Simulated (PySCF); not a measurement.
TaBr₅, SMILES [Br][Ta]([Br])([Br])([Br])[Br], multiplicity 1.

Coordinates come from a B3LYP-D3(BJ)/def2-SVP optimisation. The multiplicity is an assumed one; other spin states were not compared. The isomer is the one that the SMILES or the coordinates give; other isomers of the formula were not compared. The def2 effective core potentials stand for the cores of Ta; spin–orbit coupling is left out.

Method: PBE0/def2-TZVP (PySCF).

Symmetry labels are those of the subgroup C2v that the program uses (full group D3h).

Computed valence orbital energies around the gap with their symmetry:
| orbital | symmetry | energy (eV) |
|---|---|---|
| HOMO−7 | B1 | -10.02 |
| HOMO−6 | A1 | -10.02 |
| HOMO−5 | B1 | -9.23 |
| HOMO−4 | A1 | -8.74 |
| HOMO−3 | B1 | -8.74 |
| HOMO−2 | B2 | -8.72 |
| HOMO−1 | B2 | -8.33 |
| HOMO | A2 | -8.33 |
| LUMO | A2 | -3.96 |
| LUMO+1 | B2 | -3.96 |
| LUMO+2 | A1 | -3.24 |
| LUMO+3 | B1 | -3.24 |
